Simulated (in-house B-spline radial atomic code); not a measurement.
Results of a calculation; reference values are marked as such.
Making a Troullier-Martins s channel for I, r_c = 2.21 bohr

I, [Kr] 4d10 5s2 5p5, non-relativistic LDA (VWN5), spherical and spin-unpolarised, from a B-spline radial code for spherical atoms (atomic units). The all-electron 5s level is ε = -0.596339 hartree, its outermost node lies just inside 0.93 bohr and its outer maximum at 1.75 bohr.

Inside r_c the pseudo-orbital is u(r) = r^1 exp(p(r)), with p = c0 + c2 r² + c4 r⁴ + … + c12 r¹². The seven coefficients follow from p and its first four derivatives at r_c, from zero curvature of the screened potential at the origin, c4 = −c2²/(2l + 5), and from the norm inside r_c. At r_c the all-electron orbital has P = 0.7176595, P' = -0.3517245, the screened potential V = -0.8277978, V' = 0.9525783, V'' = -1.49841, and the norm inside is Q = 0.6416294.

Q: What are p, p' and p'' at r_c?

A: p = ln(P/r_c^1) = ln(0.7176595/2.21) = -1.12475. p' = P'/P − 1/r_c = -0.49010 − 0.45249 = -0.94259. The radial equation gives p'' = 2(V − ε) − 2(1) p'/r_c − p'² = -0.46292 − (-0.85302) − 0.88847 = -0.49837. Differentiating, p''' = 2V' + 2(1)p'/r_c² − 2(1)p''/r_c − 2p'p'' = 1.0307, and p'''' = 2V'' − 4(1)p'/r_c³ + 4(1)p''/r_c² − 2(1)p'''/r_c − 2p''² − 2p'p''' = -2.5421.

For a trial c2 the five matching conditions are linear in c0, c6, c8, c10 and c12, and c2 is varied until the norm inside r_c equals Q. The root nearest zero gives:

| n | c_n |
| --- | --- |
| 0 | -1.422429 |
| 2 | 0.6310649 |
| 4 | -0.07964859 |
| 6 | -0.0625026 |
| 8 | 0.02118171 |
| 10 | -0.002606341 |
| 12 | 0.0001169855 |

Q: Check c4 and p(r_c), and find the screened pseudopotential at the origin.

A: −c2²/5 = -0.0796486, as listed. The terms c_n r_c^n are -1.42243, 3.08218, -1.89997, -7.28202, 12.05311, -7.24359, 1.58796, which sum to -1.12475. Inverting the radial equation, V_l(r) = ε + 1 p'/r + (p'' + p'²)/2, so V_l(0) = ε + (2l + 3) c2 = -0.596339 + 3 × (0.631065) = 1.2969 hartree, finite where the all-electron potential diverges.

Orbitals and screened potentials:

```json
{"r (bohr)": "0.221", "P": "0.2601", "u": "0.05495", "V all-electron": "-108.7", "V pseudo": "1.293"}
{"r (bohr)": "0.552", "P": "-0.3921", "u": "0.1599", "V all-electron": "-21.46", "V pseudo": "1.149"}
{"r (bohr)": "0.884", "P": "-0.06699", "u": "0.325", "V all-electron": "-7.736", "V pseudo": "0.4721"}
{"r (bohr)": "1.216", "P": "0.5009", "u": "0.5566", "V all-electron": "-3.637", "V pseudo": "-0.7853"}
{"r (bohr)": "1.547", "P": "0.7727", "u": "0.7584", "V all-electron": "-2.019", "V pseudo": "-1.655"}
{"r (bohr)": "1.878", "P": "0.805", "u": "0.8033", "V all-electron": "-1.248", "V pseudo": "-1.359"}
{"r (bohr)": "2.21", "P": "0.7177", "u": "0.7177", "V all-electron": "-0.8278", "V pseudo": "-0.8278"}
```

Logarithmic derivatives P'/P at R = 2.51 bohr, for energies E around ε:

| E − ε (hartree) | all-electron | pseudo |
| --- | --- | --- |
| -0.5 | 0.584683 | 0.578808 |
| -0.25 | 0.118347 | 0.115377 |
| -0.1 | -0.287768 | -0.288563 |
| 0 | -0.656635 | -0.656635 |
| 0.1 | -1.16219 | -1.16408 |
| 0.25 | -2.45813 | -2.48736 |
| 0.5 | -16.8065 | -20.811 |

Q: With P(R) = 0.6030461 and a norm of 0.7732073 inside R, what slope in energy does norm conservation fix?

A: d(P'/P)/dE = −2 × (norm inside R)/P(R)² = -4.2523 per hartree·bohr at E = ε, for both atoms, since orbital and norm agree at R. Differences over ±0.1 hartree give -4.3721 (all-electron) and -4.3776 (pseudo), which also hold third-order terms. Half a hartree below ε the two curves differ by -0.0059.
